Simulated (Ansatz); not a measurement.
Energy needed to pull apart GeH2SO (SMILES [O]1[S][GeH2]1), singlet, into free ground-state atoms, from the structure below (displaced at random from a GFN2-xTB minimum); no zero-point or spin–orbit terms; open-shell atoms are treated unrestricted, in their ground-state multiplicity.

| atom | x (Å) | y (Å) | z (Å) |
| --- | --- | --- | --- |
| O1 | -0.1401 | -0.3825 | 1.3820 |
| S2 | 1.3481 | -0.9642 | 0.6451 |
| Ge3 | -0.0845 | 0.1476 | -0.3999 |
| H4 | -1.2577 | -0.4972 | -1.1596 |
| H5 | -0.0112 | 1.7027 | -0.4083 |

Computed with Ansatz 0.2.0 (basis: def2-TZVPP); correlated methods freeze the cores. Filled d shells of the heavier atoms are correlated. The def2 sets are not built for correlating such inner shells, so the correlated values are less sure here.

| method | atomization energy (eV) |
| --- | --- |
| SPW92 | 16.77 |
| PBE-D4 | 14.20 |
| r2SCAN-D4 | 13.84 |
| PBE0-D4 | ? |
| r2SCANh-D4 | 13.58 |
| wB97M-V | 13.63 |
| HF | 7.47 |
| MP2 | ? |
| CCSD | 12.74 |
| CCSD(T) | 13.23 |

(1) What does MP2 give? (To be estimated.)

(2) What does PBE0-D4 give? (To be estimated.)

No T1 diagnostic of these runs exceeds 0.016.

Answers

(1) The calculation gives: 13.62 eV, which is about 0.39 eV more than CCSD(T)/def2-TZVPP.

(2) By the calculation: 13.50 eV, which is about 0.27 eV more than CCSD(T)/def2-TZVPP.

In triple zeta the MP2 and coupled-cluster atomization energies are still short of their basis limit by a few kcal/mol a bond, whereas those of the functionals are nearly converged, so these differences are not deviations from converged CCSD(T).

For scale, one of the runs: CCSD(T)/def2-TZVPP forces, 149 basis functions, launched by `ansatz run in.yaml --threads 4 --pin off --events-out ev --progress --plain --max-ram 5222MiB`. Time: 2.2 min of wall clock on 4 CPU threads of an Arm Neoverse N1; the host was shared. Peak host memory: 1.6 GiB.
